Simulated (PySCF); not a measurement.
**CH4Ga−: where a starting geometry ends**

The starting geometry of this gas-phase singlet was optimised with GFN2-xTB.

```json
{"atom": "C", "x (Å)": "-0.5594", "y (Å)": "-0.4490", "z (Å)": "0.6109"}
{"atom": "Ga", "x (Å)": "0.2424", "y (Å)": "-1.7933", "z (Å)": "-0.9671"}
{"atom": "H", "x (Å)": "2.0044", "y (Å)": "-0.6667", "z (Å)": "-1.5863"}
{"atom": "H", "x (Å)": "-0.8113", "y (Å)": "0.5557", "z (Å)": "0.2271"}
{"atom": "H", "x (Å)": "-1.4832", "y (Å)": "-0.8112", "z (Å)": "1.1073"}
{"atom": "H", "x (Å)": "0.1615", "y (Å)": "-0.2753", "z (Å)": "1.4291"}
```

Problem. Predict what becomes of its bonds when it is optimised with PBE0-D3(BJ)/def2-SVPD.

Solution. A new bond forms, giving a structure given below by its coordinates. Contacts that close: Ga2–H3 (2.18 → 1.71 Å).

The energy falls by 0.50 eV over 9 steps:

| step | E − E(last) (eV) |
| --- | --- |
| 1 | 0.497 |
| 2 | 0.317 |
| 3 | 0.082 |
| 4 | 0.021 |
| 5 | 0.002 |
| 6 | 0.000 |
| 7 | 0.000 |
| 8 | 0.000 |
| 9 | 0.000 |

Final geometry (Å):

```xyz
6

C    -0.4901   -0.4584    0.5497
Ga    0.2958   -1.7072   -0.9492
H     1.6149   -0.6632   -1.2786
H    -0.7178    0.5416    0.1311
H    -1.4093   -0.8498    1.0191
H     0.2614   -0.2979    1.3476
```

The end wasn't checked by frequencies. Run with PySCF 2.14.0, 33 s on 2 threads of Arm Neoverse V1 (shared host).
